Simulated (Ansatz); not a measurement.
Consider the formal exchange of groups at the Si–C bond: `O=CC([SiH3])[SiH3]` + `C=CC=S` → `C=CC([SiH3])=S` + `O=CC[SiH3]`.

Computed with Ansatz on PBE0-D4/def2-TZVP structures; ΔE is electronic, products minus reactants. CCSD(T)/CBS is the MP2 limit (def2-TZVPP, def2-QZVPP) plus CCSD(T) − MP2 in def2-TZVPP, frozen cores. Functionals use def2-TZVPP. B3LYP here is the variant with VWN-RPA as its local correlation; programs differ in this. One conformer a species, not always the lowest.

`O=CC([SiH3])[SiH3]`:

Cartesian coordinates in Å:
```
O -0.048 1.723 1.556
C 0.690 1.359 0.676
C 0.556 0.063 -0.041
Si -0.127 -1.287 1.097
Si -0.588 0.296 -1.533
H 1.526 2.011 0.342
H 1.523 -0.236 -0.462
H -1.590 -1.137 1.282
H 0.563 -1.240 2.409
H 0.138 -2.596 0.443
H -1.925 0.737 -1.070
H -0.699 -1.004 -2.244
H -0.019 1.312 -2.456
```

`C=CC=S`:

Z-matrix (Å, degrees):
```
C
C 1 1.336
H 1 1.085 2 121.1
H 1 1.083 2 121.8 3 -180.0
C 2 1.442 1 121.8 3 -0.0
H 2 1.086 1 121.3 3 180.0
S 5 1.617 2 125.2 1 -180.0
H 5 1.093 2 114.9 1 0.0
```

`C=CC([SiH3])=S`:

```xyz
11

C     1.435    0.900   -1.455
C     0.707    0.656   -0.364
C    -0.239   -0.449   -0.230
Si   -1.216   -0.669    1.376
S    -0.551   -1.562   -1.381
H     1.353    0.259   -2.327
H     2.122    1.737   -1.496
H     0.804    1.311    0.498
H    -0.848    0.387    2.363
H    -0.904   -2.001    1.946
H    -2.663   -0.568    1.070
```

`O=CC[SiH3]`:

Z-matrix (Å, degrees):
```
C
C 1 1.497
Si 1 1.889 2 112.7
H 1 1.097 2 108.4 3 -123.5
H 1 1.097 2 108.4 3 123.5
O 2 1.202 1 123.9 3 0.0
H 2 1.111 1 116.0 3 -180.0
H 3 1.483 1 110.6 2 -61.3
H 3 1.483 1 110.6 2 61.3
H 3 1.488 1 107.7 2 180.0
```

Is it downhill or uphill in electronic energy at CCSD(T)/CBS, and by how much? (An estimate is asked.)

Computed: Uphill: ΔE = +26.4 kJ/mol.

What do these levels give: B3LYP-D4, ωB97X-V, PBE0, HF/def2-TZVPP, SCS-MP2/def2-QZVPP, CCSD/CBS(def2)? (Estimate.)

The calculation gave: B3LYP-D4 27.3, ωB97X-V 26.8, PBE0 28.9, HF/def2-TZVPP 29.1, SCS-MP2/def2-QZVPP 27.2, CCSD/CBS(def2) 27.2 kJ/mol.

Largest T1 diagnostic among the species: 0.017.
